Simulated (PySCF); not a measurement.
## `CSc1cnn(C)n1` in a uniform electric field

Species: C4H7N3S.
Cartesian coordinates in Å at the PBE0-D3(BJ)/def2-SVP level; atoms count from 1:
```xyz
15
C4H7N3S angstrom
C     -2.730    0.594   -0.317
S     -2.275   -1.057    0.245
C     -0.541   -0.876    0.328
C      0.414   -1.839    0.723
N      1.616   -1.282    0.633
N      1.380   -0.064    0.207
C      2.429    0.898   -0.001
N      0.109    0.240    0.008
H     -3.825    0.595   -0.404
H     -2.278    0.813   -1.294
H     -2.412    1.355    0.408
H      0.280   -2.867    1.051
H      3.384    0.374    0.109
H      2.361    1.708    0.740
H      2.347    1.326   -1.009
```

Level: PBE0/def2-SVPD (PySCF); nuclei fixed, core orbitals frozen in the response. Permanent dipole (0.460, 1.778, -0.521) D (1 au = 2.5417 D). Static polarisability (au):

```
x   116.74   4.81   3.13
y     4.81  89.68  -8.94
z     3.13  -8.94  63.75
```

Only the terms in μ and α are kept: μ(F) = μ + αF and ΔE = −μ·F − ½ F·αF.

Problem. What do fields of 0.411 V/Å (0.008 au) along the six axis directions do?

Solution. 
```csv
field along,induced x (D),induced y (D),induced z (D),total size (D),−μ·F (kJ/mol),−½F·αF (kJ/mol)
+x,2.374,0.098,0.064,3.429,-3.801,-9.808
−x,-2.374,-0.098,-0.064,2.613,+3.801,-9.808
+y,0.098,1.824,-0.182,3.712,-14.693,-7.535
−y,-0.098,-1.824,0.182,0.498,+14.693,-7.535
+z,0.064,-0.182,1.296,1.850,+4.305,-5.356
−z,-0.064,0.182,-1.296,2.702,-4.305,-5.356
```

Problem. For the field (-0.0024, -0.0040, -0.0016) au, what is the induced dipole, and what angle does it make with the field?

Solution. αF = (-0.774, -0.905, -0.187) D, at 13.6° to the field. The polarisability along this direction, F·αF/F², is 93.44 au, against a mean of 90.06 au.

Problem. At what field along the permanent dipole would the induced dipole along it equal the permanent one, in this linear picture?

Solution. The polarisability along the dipole is 95.61 au, so F = 0.7511 au / 95.61 au = 0.0079 au = 0.40 V/Å; higher-order terms are ignored.

Problem. What field makes μF equal to kT at 100 K?

Solution. kT = 0.3167 × 10⁻³ Eh, so F = 0.000422 au = 2.17 MV/cm.

Problem. Induction energy −ᾱe²/2R⁴ of a unit charge at 11 Å, the molecule taken as a point?

Solution. R = 20.79 bohr, so the energy is −90.1/(2 × 20.79⁴) Eh = -0.633 kJ/mol. The charge–dipole term at its most favourable orientation, −μe/R², is -4.56 kJ/mol.

Isolated species at its PBE0-D3(BJ)/def2-SVP geometry (one conformer only).
